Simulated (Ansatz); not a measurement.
Relaxation of C2H2BrNO (7 atoms, charge 0, multiplicity 1), to a largest force component of 0.02 eV/Å in at most 50 steps.

Level of theory: RKS r2SCAN-D4/def2-SVP in Ansatz.

```xyz
7
Properties=species:S:1:pos:R:3
N -0.863 0.950 0.531
C -0.071 0.031 0.322
Br 0.578 -0.881 1.822
C 0.423 -0.315 -1.080
O 1.145 -1.233 -1.314
H -1.058 1.091 1.532
H -0.093 0.289 -1.858
```

Q: Where does it end, and by what steps?

A: It converged. After 7 steps the energy has fallen by 0.272 eV; Br3 moved furthest, 0.20 Å.

| step | energy less start (eV) | largest force component (eV/Å) | accepted |
| --- | --- | --- | --- |
| 0 | 0.0000 | 2.364 | yes |
| 1 | 0.0971 | 3.094 | no |
| 2 | -0.2137 | 0.704 | yes |
| 3 | -0.2631 | 0.328 | yes |
| 4 | -0.2685 | 0.226 | yes |
| 5 | -0.2708 | 0.141 | yes |
| 6 | -0.2717 | 0.022 | yes |
| 7 | -0.2717 | 0.010 | yes |

```xyz
7
Properties=species:S:1:pos:R:3
N -0.887 0.993 0.494
C -0.071 0.045 0.355
Br 0.703 -1.022 1.762
C 0.387 -0.344 -1.034
O 1.160 -1.227 -1.280
H -1.138 1.183 1.469
H -0.092 0.305 -1.811
```

Whether the end is a true minimum wasn't checked by a vibrational analysis.

Run time: 21 s on 2 threads of AMD EPYC 7B13 (Zen 3), with other jobs on the host, peak memory 0.19 GiB.
